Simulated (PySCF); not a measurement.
# Removing an electron from GeIH3

Species: GeIH3.
Z-matrix (Å and degrees, PBE0-D3(BJ)/def2-SVP geometry), rows numbered from 1:
```
Ge
I   1  2.5202
H   1  1.5344  2  107.51
H   1  1.5344  2  107.51  3  -120.00
H   1  1.5344  2  107.51  3   119.99
```

Level: CAM-B3LYP/def2-SVPD (PySCF). Frontier orbitals with their largest atomic shares (Löwdin; up to four atoms above 4 %):

| orbital | ε (eV) | main atoms |
| --- | --- | --- |
| HOMO−3 | -11.84 | Ge1 44 %, H3 25 %, H5 22 %, I2 7 % |
| HOMO−2 | -10.67 | I2 62 %, Ge1 27 % |
| HOMO−1 | -8.80 | ? |
| HOMO | -8.80 | ? |
| LUMO | -0.37 | I2 44 %, Ge1 33 %, H4 8 %, H5 8 % |
| LUMO+1 | 0.76 | Ge1 48 %, I2 27 %, H4 8 %, H5 8 % |
| LUMO+2 | 1.53 | I2 63 %, Ge1 26 % |

**Question.** What vertical ionisation energy does ΔSCF give, and how far is −ε(HOMO) from it?

**Answer.** ΔSCF: 9.86 eV (952 kJ/mol; threshold wavelength 126 nm); ⟨S²⟩ of the doublet left behind is 0.753, against 0.75 for a pure doublet. −ε(HOMO) is 8.80 eV, 1.06 eV below it. For the exact functional −ε(HOMO) would equal the first vertical ionisation energy; CAM-B3LYP (range-separated hybrid) falls short of its own ΔSCF value by 11 %.

**Question.** On which atoms does the HOMO lie?

**Answer.** HOMO: I2 87 %, Ge1 9 %; HOMO−1: I2 87 %, Ge1 9 %. These 2 orbitals lie within 0.02 eV of one another; within a degenerate set any mixture serves as well, and the shares of a single orbital can change with the mixture. The HOMO−2 lies 1.87 eV lower.

**Question.** And the vertical electron affinity, the fundamental gap, Mulliken's electronegativity and the hardness (with the factor ½)?

**Answer.** EA = -0.34 eV by ΔSCF (−ε(LUMO) = 0.37 eV); a negative value means that the added electron isn't bound at this geometry and level, and the number then depends on the basis. IE − EA = 10.20 eV against an orbital gap of 8.43 eV; (IE + EA)/2 = 4.76 eV; (IE − EA)/2 = 5.10 eV. Parr's electrophilicity index (IE + EA)²/[8(IE − EA)] is 1.11 eV.

**Question.** How many of the 15 lowest singlet excitations (vertical TDDFT, same level) lie below the ionisation energy?

**Answer.** All 15; they run from 5.06 to 8.08 eV.

**Question.** What total energies stand behind the ΔSCF value?

**Answer.** E(N) = -2376.39101 Eh and E(N − 1) = -2376.02856 Eh at the same geometry, 0.36245 Eh apart. With one more electron, E(N + 1) = -2376.37862 Eh.

Isolated species at its PBE0-D3(BJ)/def2-SVP geometry, gas phase. Atoms past krypton carry effective core potentials; spin–orbit coupling is left out. The calculation is non-relativistic apart from the core potentials, for germanium too.
